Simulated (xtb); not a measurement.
F3Hf (SMILES [F][Hf]([F])[F]), doublet, geometry from GFN2-xTB (such geometries of metal compounds can be far from the true shape) (the multiplicity is a formal guess); GFN2-xTB run with xtb 6.7.1.

The xtb input:
```
$ xtb mol.xyz --gfn 2 --uhf 1 --acc 30 --json

# file mol.xyz
4

Hf     0.01327631     0.08252816     0.03016674
F      1.72739045    -0.45805359    -0.20520023
F     -0.88642622    -0.63545890     1.43046795
F     -0.94717471     0.43328718    -1.46660162
```

What the program printed (banner, timings and long lists left out):

```
   ID    Z sym.   atoms
    1   72 Hf     1
    2    9 F      2-4

           -------------------------------------------------
          |                Calculation Setup                |
           -------------------------------------------------

           -------------------------------------------------
          |                 G F N 2 - x T B                 |
           -------------------------------------------------

          ...................................................
          :                      SETUP                      :
          :.................................................:
          :  # basis functions                  22          :
          :  # atomic orbitals                  21          :
          :  # shells                            9          :
          :  # electrons                        25          :
          :  max. iterations                   250          :
          :  Hamiltonian                  GFN2-xTB          :
          :  restarted?                      false          :
          :  GBSA solvation                  false          :
          :  PC potential                    false          :
          :  electronic temp.          300.0000000     K    :
          :  accuracy                   30.0000000          :
          :  -> integral cutoff          0.2000000E+02      :
          :  -> integral neglect         0.3000000E-06      :
          :  -> SCF convergence          0.3000000E-04 Eh   :
          :  -> wf. convergence          0.3000000E-02 e    :
          :  Broyden damping             0.4000000          :
          :  net charge                          0          :
          :  unpaired electrons                  1          :
          ...................................................

 iter      E             dE          RMSdq      gap      omega  full diag
   1     -3.4372103 -0.343721E+01  0.464E+01    0.53       0.0  T
   2    -13.8164797 -0.103793E+02  0.230E+01    0.00       1.0  T
   3    -14.8737095 -0.105723E+01  0.156E+01    0.40       1.0  T
   4    -15.7279251 -0.854216E+00  0.167E+01    0.99       1.0  T
   5    -15.2156242  0.512301E+00  0.124E+01    0.60       1.0  T
   6    -15.8722281 -0.656604E+00  0.687E+00    1.00       1.0  T
   7    -15.8368077  0.354204E-01  0.217E+00    1.07       1.0  T
   8    -15.8575167 -0.207090E-01  0.203E+00    1.07       1.0  T
   9    -15.8753259 -0.178092E-01  0.244E+00    1.12       1.0  T
  10    -15.8646561  0.106698E-01  0.167E+00    1.15       1.0  T
  11    -15.8752420 -0.105860E-01  0.267E-01    1.14       1.0  T
  12    -15.8751875  0.545388E-04  0.192E-01    1.16       1.0  T
  13    -15.8754434 -0.255933E-03  0.680E-02    1.16       1.0  T
  14    -15.8754487 -0.528556E-05  0.527E-02    1.15       1.0  T
  15    -15.8754487 -0.248136E-07  0.339E-02    1.15       1.5  T
  16    -15.8754488 -0.217324E-07  0.602E-03    1.15       8.3  T
  17    -15.8754488 -0.326725E-09  0.485E-04    1.15     103.0  T

   *** convergence criteria satisfied after 17 iterations ***

         :::::::::::::::::::::::::::::::::::::::::::::::::::::
         ::                     SUMMARY                     ::
         :::::::::::::::::::::::::::::::::::::::::::::::::::::
         :: total energy             -15.848146142436 Eh    ::
         :: gradient norm              0.000003463797 Eh/a0 ::
         :: HOMO-LUMO gap              1.150612042049 eV    ::
         ::.................................................::
         :: SCC energy               -15.875448601495 Eh    ::
         :: -> isotropic ES            0.049724313876 Eh    ::
         :: -> anisotropic ES          0.000475428300 Eh    ::
         :: -> anisotropic XC         -0.000621792697 Eh    ::
         :: -> dispersion             -0.001612702542 Eh    ::
         :: repulsion energy           0.027302459059 Eh    ::
         :: add. restraining           0.000000000000 Eh    ::
         :: total charge              -0.000000000217 e     ::
         :::::::::::::::::::::::::::::::::::::::::::::::::::::

           -------------------------------------------------
          |                Property Printout                |
           -------------------------------------------------

    * Orbital Energies and Occupations

         #    Occupation            Energy/Eh            Energy/eV
      -------------------------------------------------------------
         1        2.0000           -0.9008271             -24.5128
         2        2.0000           -0.8736781             -23.7740
         3        2.0000           -0.8736780             -23.7740
         4        2.0000           -0.5880920             -16.0028
         5        2.0000           -0.5567761             -15.1506
         6        2.0000           -0.5400250             -14.6948
         7        2.0000           -0.5400249             -14.6948
         8        2.0000           -0.5330360             -14.5046
         9        2.0000           -0.5330360             -14.5046
        10        2.0000           -0.5324019             -14.4874
        11        2.0000           -0.5324018             -14.4874
        12        2.0000           -0.5308829             -14.4461
        13        1.0000           -0.3714570             -10.1079 (HOMO)
        14                         -0.3291728              -8.9572 (LUMO)
        15                         -0.3291728              -8.9572
        16                         -0.2840642              -7.7298
        17                         -0.2840642              -7.7298
        18                         -0.2234744              -6.0810
        19                          0.0699107               1.9024
        20                          0.2527008               6.8763
        21                          0.2527008               6.8763
      -------------------------------------------------------------
                  HL-Gap            0.0422842 Eh            1.1506 eV
             Fermi-level           -0.4009008 Eh          -10.9091 eV

     #   Z          covCN         q      C6AA      α(0)
     1  72 Hf       1.913     0.889   596.029    66.924
     2   9 F        0.638    -0.296    12.309     4.140
     3   9 F        0.638    -0.296    12.309     4.140
     4   9 F        0.638    -0.296    12.309     4.140

 Mol. C6AA /au·bohr⁶  :       1130.784590
 Mol. C8AA /au·bohr⁸  :     147262.945764
 Mol. α(0) /au        :         79.344507

Wiberg/Mayer (AO) data.
largest (>0.10) Wiberg bond orders for each atom

 ---------------------------------------------------------------------------
     #   Z sym  total        # sym  WBO       # sym  WBO       # sym  WBO
 ---------------------------------------------------------------------------
     1  72 Hf   3.214 --     3 F    1.071     2 F    1.071     4 F    1.071
     2   9 F    1.210 --     1 Hf   1.071
     3   9 F    1.210 --     1 Hf   1.071
     4   9 F    1.210 --     1 Hf   1.071
 ---------------------------------------------------------------------------

Topologies differ in total number of bonds
Writing topology from bond orders to xtbtopo.mol

molecular dipole:
                 x           y           z       tot (Debye)
 q only:        0.082       0.508       0.186
   full:        0.084       0.525       0.192       1.436
molecular quadrupole (traceless):
                xx          xy          yy          xz          yz          zz
 q only:       -2.283       1.018       3.884       0.372       2.314      -1.601
  q+dip:       -2.482       1.107       4.222       0.405       2.516      -1.740
   full:       -2.694       1.202       4.583       0.439       2.731      -1.889

           -------------------------------------------------
          | TOTAL ENERGY              -15.848146142436 Eh   |
          | GRADIENT NORM               0.000003463797 Eh/α |
          | HOMO-LUMO GAP               1.150612042049 eV   |
           -------------------------------------------------

normal termination of xtb
```
